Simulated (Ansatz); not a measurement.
Coupled-cluster run, ClIn, SMILES `[Cl][In]`.

```yaml
crystal:
  periodic: [false, false, false]
  atoms:
    - {symbol: Cl, position_ang: [-0.000000, -0.000000, -0.013880]}
    - {symbol: In, position_ang: [0.000000, 0.000000, 2.399540]}
basis:
  gaussian: {orbitals: def2-SVP}
correlation: {method: ccsd_t}
```

```sh
$ ansatz run in.yaml --threads 2 --pin off --events-out ev --progress --plain --max-ram 32768MiB --backend cpu
```

Log, shortened:

```
Functional definition: HF
497 factors; integrals over basis functions are off by at most 3.3e-4 eV
mean field evaluation 1: about -17649.6700 eV, gradient 1.4e1 eV
mean field evaluation 2: about -17649.7177 eV, gradient 1.5e1 eV
mean field evaluation 4: about -17650.5908 eV, gradient 8.9e-1 eV
mean field evaluation 8: about -17650.6031 eV, gradient 7.0e-2 eV
mean field -17650.60314568 eV, -648.6477015953 hartree, gradient 1.5e-6 eV, S^2 0.000000; 0 other end points of the search recorded, 0 dependent functions left out
9 core orbitals not correlated: weight in the atoms' cores, before any rotation towards them, 1.000 or more for the frozen orbitals, at most 0.000 for the correlated occupied ones
reference -17650.60314568 eV, -648.6477015953 hartree; 10, 10 occupied and 25, 25 virtual orbitals, 497 factors
second order -5.26626327 eV of doubles, -0.00000000 eV of singles
cycle   1  -5.67624073 eV  change   -4.1e-1 eV  update   7.2e-2
cycle   2  -5.85934783 eV  change   -1.8e-1 eV  update   2.5e-2
cycle   3  -5.89428321 eV  change   -3.5e-2 eV  update   1.2e-2
cycle   4  -5.89209930 eV  change    2.2e-3 eV  update   2.9e-3
cycle   5  -5.89148517 eV  change    6.1e-4 eV  update   1.1e-3
cycle   6  -5.89140068 eV  change    8.4e-5 eV  update   3.8e-4
cycle   7  -5.89137409 eV  change    2.7e-5 eV  update   1.2e-4
cycle   8  -5.89140365 eV  change   -3.0e-5 eV  update   3.8e-5
cycle   9  -5.89140935 eV  change   -5.7e-6 eV  update   8.5e-6
perturbative correction -0.15660137 eV, -0.0057549941 hartree
Total energy: -17656.65115640 eV, -648.8699618896 hartree
```

It took 0.91 s on 2 threads of an AMD EPYC 7R13 on a shared host, with 0.19 GiB of host memory at the peak.

MP2 recovers 87.1 % of the CCSD(T) correlation energy and the triples give 2.6 %; T1 = 0.0113.
